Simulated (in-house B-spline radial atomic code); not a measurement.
RPA and G0W0 on SCAN: Mo⁶⁺

Configuration [Ar] 3d10 4s2 4p6, mean-field start SCAN. Computed with a B-spline radial code for spherical atoms: all electrons, scalar-relativistic (spin-free one-electron X2C), finite nucleus, each spin shell either full or empty, empty states to l = 9 with an (l + 1/2)⁻⁴ tail; G0W0 by contour deformation at full frequency.

Command:
```bash
python run_gw.py task.json out
```
Settings (radii: box in bohr, nucleus in fm):
```
Z                        42
electrons                36
configuration            [Ar] 3d10 4s2 4p6
hamiltonian              x2c
method                   scan,scan
lmax                     9
rms_radius               4.4091
spin_polarised           False
box_radius               9.29
intervals                67
```

Time taken, with all properties: 0.9 s on 1 thread of AMD EPYC 9R45 96-Core Processor, on a shared host.

Energies (hartree):

| term | value |
| --- | --- |
| mean-field total | -4040.85669 |
| Hartree-Fock functional on these orbitals | -4038.59416 |
| direct second order | -3.0703 |
| second-order exchange | 0.87931 |
| SOSEX correction | 0.82318 |

Problem. What is the RPA correlation energy, and what remains with SOSEX?

Solution. RPA gives -2.7404 hartree (-2.07 eV per electron); RPA + SOSEX gives -1.9172, and the second-order doubles -2.191 hartree (no singles). SOSEX takes back 30 % of the RPA value.

Quasi-particle levels (eV):

```csv
level,occupied,mean field,Σx - vxc,Σc,QP weight,G0W0
4p,yes,-118.06,-7.95,?,?,?
3d,yes,-309.22,-26.30,6.98,0.930,-328.54
4d,no,-75.36,8.88,-2.38,0.970,-68.86
```

G0W0 = mean field + (Σx - vxc) + Σc, with Σc (partial-wave tail included) taken at the quasi-particle energy. Only the outer levels were computed. Levels of low weight are left out.

Problem. Where does G0W0 put 4p?

Solution. At -126.74 eV, with Σc = -0.73 eV and a quasi-particle weight of 0.961. The tabulated removal energy is 125.638 ± 0.025 eV (NIST, semi-empirical); the calculation leaves out spin-orbit coupling, Breit and QED terms, and what these don't explain is the method's own error.
